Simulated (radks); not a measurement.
These are the eigenvalues of the occupied orbitals of an atom or ion with whole-number occupations (eV). All-electron calculation, Dirac Kohn-Sham, PBE, spin-unpolarised, spherical densities, finite nucleus; Fermi nuclear charge, rms radius of each element as measured or else 0.836 A^(1/3) + 0.57 fm. Program: a radial shooting solver on a logarithmic mesh with Libxc functionals.

orbital  eigenvalue
1s1/2     -90493.05
2s1/2     -16279.72
2p1/2     -15650.50
2p3/2     -13331.06
3s1/2     -3960.583
3p1/2     -3674.492
3p3/2     -3155.180
3d3/2     -2683.614
3d5/2     -2573.500
4s1/2     -940.7243
4p1/2     -815.9782
4p3/2     -687.9945
4d3/2     -484.4258
4d5/2     -460.5312
5s1/2     -198.1843
4f5/2     -196.3866
4f7/2     -190.8936
5p1/2     -154.8729
5p3/2     -130.1721
5d3/2      -69.2775
5d5/2      -66.1675
6s1/2      -50.8642

Which element is it, and in what charge state? The configuration may be excited. Open shells, if any, fill j = l - 1/2 first.

Answer. Z = 83, bismuth, charge +4: Bi4+ in [Xe] 4f14 5d10 6s1. The list shows which subshells hold electrons but not how many an open one holds; the 1s level, -3325.6 hartree, gives Z - s = 81.6 by -(Z - s)^2/2, which with screening and relativity narrows Z to a few neighbours, and the depths of the outer levels then fix element, charge and occupations together.
